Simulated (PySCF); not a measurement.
# Correlation energy of Zr²⁺ (zirconium, charge +2)

[Kr] 4d1 5p1, one real determinant (an excited configuration). Calculation: PySCF 2.14, in def2-TZVPPD with the def2 core potential (28 electrons); scalar relativity through the core potential. Frozen: nothing; 10 electrons correlated.

```json
{"level": "CCSD", "correlation energy (mhartree)": "-203.73"}
{"level": "(T)", "correlation energy (mhartree)": "-4.28"}
{"level": "CCSD(T)", "correlation energy (mhartree)": "-208.01"}
```

Diagnostics: T1 = 0.0074, D1 = 0.0281, largest double amplitude 0.033.

Problem. Is a single reference adequate?

Solution. Yes, within this model without spin-orbit coupling: T1 lies below 0.03 and no double amplitude reaches 0.07.

The reference is one real determinant that mixes LS terms of this configuration.

The basis has no tight functions for the innermost shells, so their pair energies are far from complete.

This basis was not built for core-valence correlation, so the inner-shell part is incomplete.
